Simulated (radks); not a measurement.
The numbers below are computed, except where a source is named.
Q: The mean radii <r> (bohr) of the occupied orbitals of an atom or ion are listed with their occupations. Level of theory: Dirac Kohn-Sham, AM05, spin-unpolarised, spherical densities, point nucleus (a radial shooting solver on a logarithmic mesh with Libxc functionals).

| orbital | occ. | <r> |
|---|---|---|
| 1s1/2 | 2 | 0.02038 |
| 2s1/2 | 2 | 0.08593 |
| 2p1/2 | 2 | 0.07150 |
| 2p3/2 | 4 | 0.07877 |
| 3s1/2 | 2 | 0.2251 |
| 3p1/2 | 2 | 0.2148 |
| 3p3/2 | 4 | 0.2285 |
| 3d3/2 | 4 | 0.2013 |
| 3d5/2 | 6 | 0.2056 |
| 4s1/2 | 2 | 0.5079 |
| 4p1/2 | 2 | 0.5168 |
| 4p3/2 | 4 | 0.5483 |
| 4d3/2 | 4 | 0.5759 |
| 4d5/2 | 6 | 0.5870 |
| 5s1/2 | 2 | 1.222 |
| 5p1/2 | 1.66667 | 1.355 |
| 5p3/2 | 3.33333 | 1.447 |
| 4f5/2 | 4.71429 | 0.7527 |
| 4f7/2 | 6.28571 | 0.7646 |
| 5d3/2 | 0.4 | 1.998 |
| 5d5/2 | 0.6 | 2.039 |

Name the element and its charge. Open shells, if any, are shared by 2j + 1.

A: Z = 68, erbium, charge +3: Er3+ in [Kr] 4d10 4f11 5s2 5p5 5d1. The 1s radius gives Z: for a bare nucleus <r> = (2 gamma + 1)/(2Z) with gamma = sqrt(1 - (Z/c)^2), 0.02012 bohr for Z = 68, and screening makes it slightly larger (0.02038 here). The occupations add up to 65, and the charge is Z minus that.
